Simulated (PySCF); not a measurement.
**Question.** Give a PBE0-D3(BJ)/def2-SVP geometry of InChI=1S/C3H3Cl2FSi/c4-7(5)3-1-2(3)6/h1-2,7H/t2-/m1/s1.

**Answer.** 
Z-matrix in Å and degrees, rows numbered from 1:
```
F 
C   1  1.3676
C   2  1.4560  1  119.13
C   3  1.3159  2   64.54  1  -105.37
Si  4  1.8353  2  147.74  3  -178.43
Cl  5  2.0537  4  108.75  2   178.21
Cl  5  2.0562  4  107.62  2   -62.62
H   2  1.0984  1  109.51  3   151.11
H   3  1.0886  2  148.04  4   177.49
H   5  1.4793  4  112.37  2    57.16
```

The 3-membered ring C2–C3–C4 has internal angles of 53.2° to 64.5°. The 3 C–C bonds span 1.316 Å (C3=C4, drawn double) to 1.485 Å (C2–C4, drawn single), a spread of 0.169 Å. Si5 (chlorine-bound silicon) is tetrahedral (angles from 107.6° to 112.4°).

Theory: PBE0-D3(BJ)/def2-SVP geometry optimisation, gas phase in PySCF.

Point group: C1 (no symmetry element, even within 0.4 Å). Not checked by PBE0-D3(BJ)/def2-SVP frequencies. The numbers are those of one conformer (C3–C4–Si5–Cl6 1°).
